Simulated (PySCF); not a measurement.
# NMR problem set

PySCF calculation with geometry: GFN2-xTB and PBE0/pcSseg-1 with gauge-including orbitals; non-relativistic Hamiltonian, no solvent, one averaged value for each set of equivalent atoms, one computed conformer.

Chemical shifts δ = σref − σ; 1H and 13C against TMS, all at this level. Splittings of carbon signals by F and P are missing where no couplings were computed. Where no couplings were computed, multiplicities follow the n + 1 count of equivalent neighbours, and m marks all less simple cases (inequivalent or close neighbours, rings, F or P nearby). Shifts are as computed. Against solution values, carbons near 30 ppm lie about +3 ppm off and those near 130 ppm about +5 ppm. Of 1309 compounds with measured shifts, 239 miss one by over three times the rms of a fit or turn the order of signals round; such compounds aren't used in these exercises.

Task: C5H12O2Si. 1H NMR (500 MHz, computed): δ 6.82 (m, 1H), 5.59 (m, 1H), 4.86 (d, 1H), 3.88 (s, 6H), 1.98 (d, 3H). 13C{1H} NMR (computed): δ 158.4, 131.7, 51.9, 23.7. Identify the compound.

Result: SMILES C/C=C\[SiH](OC)OC. The formula gives 1 degree of unsaturation (no ring in the answer). 4 carbon signals for 5 carbons: some carbons are equivalent by symmetry or fast rotation. Carbon types of the structure: 2 × CH, 3 × CH3, leaving 1 H on heteroatoms. δC 158.4, 131.7: alkene CH; the olefinic region. δC 23.7: allylic methyl carbon; aliphatic region, no heteroatom directly attached. δH 6.82, 5.59: hydrogen on an alkene CH; a vinylic proton, deshielded by the sp2 carbon and the C=C anisotropy. δH 1.98: hydrogen on an allylic methyl carbon; allylic position.

The data come from this structure; uniqueness wasn't tested.

Task: C9H11F. 1H NMR (400 MHz, computed): δ 6.39 (m, 1H), 6.34 (m, 1H), 5.43 (m, 1H), 1.65 (m, 1H), 1.55 (m, 3H), 1.15 (m, 1H), 1.12 (m, 1H), 0.72 (m, 1H), 0.43 (m, 1H). 13C{1H} NMR (computed): δ 170.6, 145.3, 139.0, 122.4, 106.0, 24.6, 18.9, 14.7, 11.0. Give a structure.

Result: `InChI=1S/C9H11F/c1-9(10)6-2-3-8(9)7-4-5-7/h2-3,6-7H,4-5H2,1H3/t9-/m1/s1`. The formula gives 4 degrees of unsaturation (2 rings in the answer). 9 carbon signals for 9 carbons: no two carbons are equivalent. Carbon types of the structure: 2 × C, 4 × CH, 2 × CH2, 1 × CH3, which accounts for all hydrogens. δC 170.6: fully substituted alkene carbon. δC 145.3, 139.0, 122.4: alkene CH; the olefinic region. δC 106.0: allylic fully substituted sp3 carbon bonded to F; pulled downfield by the heteroatom. δH 6.39, 6.34, 5.43: hydrogen on an alkene CH; attached to an sp2 carbon and in the plane of the double bond.

This is the structure that produced the data.
